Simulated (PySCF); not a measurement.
Species: C₄H₅FOSi.
Z-matrix (Å and degrees, PBE0-D3(BJ)/def2-SVP geometry), rows numbered from 1:
```
F 
C   1  1.3208
C   2  1.3648  1  126.49
O   3  1.3457  2  108.79  1  -179.74
C   4  1.3600  3  108.82  2    -0.08
Si  5  1.8686  4  118.99  3  -179.91
C   5  1.3730  4  109.25  3     0.08
H   3  1.0859  2  133.24  1    -0.06
H   6  1.4916  5  106.72  4  -175.35
H   6  1.4933  5  111.05  4    65.15
H   6  1.4925  5  110.59  4   -55.62
H   7  1.0876  2  127.11  1    -0.54
```

Computed with PBE0-D3(BJ)/def2-SVP geometry optimisation, gas phase in PySCF 2.14.0.

Take the most abundant isotopes and a rigid rotor. 

Q: What are A, B and C (MHz)?

A: Ia = 75.17, Ib = 412.37, Ic = 481.61 u·Å²; 505379 MHz·u·Å²/I gives A = 6724, B = 1226, C = 1049 MHz.

Q: What kind of rotor is it?

A: A near-prolate asymmetric top. Ray's parameter κ = (2B − A − C)/(A − C) = -0.938; −1 is the prolate and +1 the oblate limit.

Q: What does the inertial defect say?

A: Not planar: Δ = Ic − Ia − Ib = -5.93 u·Å². For a rigid frame Δ = −2 Σ m c², so Σ m c² = 2.97 u·Å² lies off the ab plane, practically all of it from hydrogen. The atom farthest from that plane is 1.26 Å away.

Q: Give the coordinates in the principal-axis frame, origin at the centre of mass.

A: The sense of each axis is arbitrary; atoms in the order of the calculation.
```
atom  mass (u)   a (Å)   b (Å)   c (Å)
  F1    18.998  -2.775   0.604   0.001
  C2    12.000  -1.537   0.144  -0.002
  C3    12.000  -1.158  -1.167  -0.002
  O4    15.995   0.186  -1.229   0.001
  C5    12.000   0.685   0.036   0.000
 Si6    27.977   2.537   0.280   0.000
  C7    12.000  -0.355   0.932  -0.001
  H8     1.008  -1.711  -2.101   0.001
  H9     1.008   2.777   1.747   0.116
 H10     1.008   3.146  -0.232  -1.264
 H11     1.008   3.160  -0.434   1.154
 H12     1.008  -0.291   2.018  -0.005
```

Q: Where do the levels up to J = 5 lie, in K?

A: Above 0(0,0), as E/k:
J = 1: 1(0,1) 0.109, 1(1,1) 0.373, 1(1,0) 0.381
J = 2: 2(0,2) 0.327, 2(1,2) 0.583, 2(1,1) 0.608, 2(2,1) 1.400, 2(2,0) 1.400
J = 3: 3(0,3) 0.654, 3(1,3) 0.898, 3(1,2) 0.948, 3(2,2) 1.727, 3(2,1) 1.728, 3(3,1) 3.068, 3(3,0) 3.068
J = 4: 4(0,4) 1.089, 4(1,4) 1.317, 4(1,3) 1.402, 4(2,3) 2.164, 4(2,2) 2.167, 4(3,2) 3.505, 4(3,1) 3.505, 4(4,1) 5.381, 4(4,0) 5.381
J = 5: 5(0,5) 1.631, 5(1,5) 1.841, 5(1,4) 1.968, 5(2,4) 2.709, 5(2,3) 2.716, 5(3,3) 4.052, 5(3,2) 4.052, 5(4,2) 5.928, 5(4,1) 5.928, 5(5,1) 8.340, 5(5,0) 8.340

Q: Which types of transition are allowed, and where do some lines up to J = 3 fall?

A: The dipole components are |μa| = 0.51 D, |μb| = 0.03 D, |μc| = 0.00 D. Intensities carry the squares of the components, which stand as 1.00 : 0.00 : 0.00 (a : b : c). Some lines, for components of 0.1 D or more:

| type | branch | J(Ka,Kc) | MHz | lower level (cm⁻¹) |
| --- | --- | --- | --- | --- |
| a | Q | 2(1,1) ← 2(1,2) | 529 | 0.405 |
| a | Q | 3(1,2) ← 3(1,3) | 1057 | 0.624 |
| a | R | 1(0,1) ← 0(0,0) | 2275 | 0.000 |
| a | R | 2(1,2) ← 1(1,1) | 4374 | 0.259 |
| a | R | 2(0,2) ← 1(0,1) | 4546 | 0.076 |
| a | R | 2(1,1) ← 1(1,0) | 4726 | 0.265 |
| a | R | 3(1,3) ← 2(1,2) | 6558 | 0.405 |
| a | R | 3(0,3) ← 2(0,2) | 6808 | 0.228 |
| a | R | 3(2,2) ← 2(2,1) | 6825 | 0.973 |
| a | R | 3(2,1) ← 2(2,0) | 6841 | 0.973 |
| a | R | 3(1,2) ← 2(1,1) | 7086 | 0.423 |

No frequency check. Constants of a rigid frame at the computed geometry: no zero-point averaging, no centrifugal distortion. A rigid rotor knows nothing of internal rotation, which can split or shift real lines.
